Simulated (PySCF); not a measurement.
A structure optimised at PBE0-D3(BJ)/def2-SVP (Å):
```
C 
C   1  1.3424
C   2  1.4477  1  124.60
C   3  1.3526  2  127.76  1  -176.28
N   4  1.3994  3  129.19  2     5.85
Si  5  1.7693  4  123.71  3    29.11
Si  5  1.7715  4  114.60  3  -149.17
H   1  1.0946  2  121.29  3     1.86
H   1  1.0921  2  121.43  3  -178.16
H   2  1.0991  1  117.92  3   178.07
H   3  1.0942  2  116.52  1     5.86
H   4  1.0988  3  116.94  2  -174.40
H   6  1.4975  5  107.98  4    38.03
H   6  1.4990  5  105.82  4   157.39
H   7  1.4883  5  108.17  4  -172.59
H   7  1.4944  5  108.31  4   -52.38
H   7  1.4934  5  111.26  4    66.60
```
Z-matrix in Å and degrees, rows numbered from 1.

Doublet state.

(1) Which heavy atoms are bonded, and with what formal order?

(2) Which species is it?

(3) Name the point group.

(4) Describe the place of each heavy atom.

(5) What is the arrangement about C4?

(6) What is the arrangement about N5?

Answers

(1) C1–C2 (double); C2–C3 (single); C3–C4 (double); C4–N5 (single); N5–Si6 (single); N5–Si7 (single). Hydrogens: H8, H9 on C1; H10 on C2; H11 on C3; H12 on C4; H13, H14 on Si6; H15, H16, H17 on Si7.

(2) `C=C/C=C\N([SiH2])[SiH3]`, C4H10NSi2.

(3) C1 (no symmetry element, even within 0.4 Å).

(4) C1: carbon bonded to C and 2 H; C2: carbon bonded to 2 C and H; C3: carbon bonded to 2 C and H; C4: carbon bonded to C, N and H; N5: nitrogen bonded to C and 2 Si; Si6: silicon bonded to N and 2 H; Si7: silicon bonded to N and 3 H.

(5) It has 3 neighbours (C3, N5, H12) and is planar (angles 129.2°, 116.9° and 113.9°, sum 360.0°, 0.00 Å off the plane of its three neighbours).

(6) It has 3 neighbours (C4, Si6, Si7) and is planar (angles 123.7°, 121.7° and 114.6°, sum 360.0°, 0.01 Å off the plane of its three neighbours).

These are computed values.
